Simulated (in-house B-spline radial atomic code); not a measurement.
Configurations of neutral xenon, with energies counted from [Kr] 4d10 5s2 5p6. Method: scalar-relativistic (X2C) HSE06, spin-polarised, spherical fractional occupations, exact exchange averaged over the configuration, Fermi nucleus of rms radius 4.7859 fm. Calculated with an all-electron radial atomic-structure program (B-spline basis). Shells without spins written out take the highest spin.

Occupations are held fixed; configurations that lie above the ionisation limit could autoionise.

```
                     configuration  E - E(ref) (eV)  highest orbital  its <r> (bohr)
             [Kr] 4d10 5s2 5p5 6p1           9.9072            6p up           7.915
             [Kr] 4d10 5s2 5p5 6d1           11.083            6d up           13.94
             [Kr] 4d10 4f1 5s2 5p5           11.454            4f up           16.72
             [Kr] 4d10 5s2 5p5 6f1           11.928            6f up           42.24
[Ar] 3d10 4s2 4p5 4d10 5s2 5p6 6p1           150.65            6p up           7.769
 [Ar] 3d9 4s2 4p6 4d10 4f1 5s2 5p6           676.84            4f up           16.75
```

Problem. Order these further configurations by energy, lowest first.
A. [Kr] 4d10 5s2 5p5 5d1
B. [Ar] 3d9 4s2 4p6 4d10 5s2 5p6 6d1
C. [Kr] 4d10 5s1 5p6 5f1
D. [Kr] 4d10 5s1 5p6 6s1
E. [Kr] 4d10 5s1 5p6 6p1

Solution. A (10.187 eV), D (21.304 eV), E (22.64 eV), C (24.498 eV), B (676.45 eV).

Problem. How far above the reference does [Kr] 4d9 4f1 5s2 5p6 lie?

Solution. 66.726 eV; its least bound orbital is 4f up with <r> = 16.74 bohr.
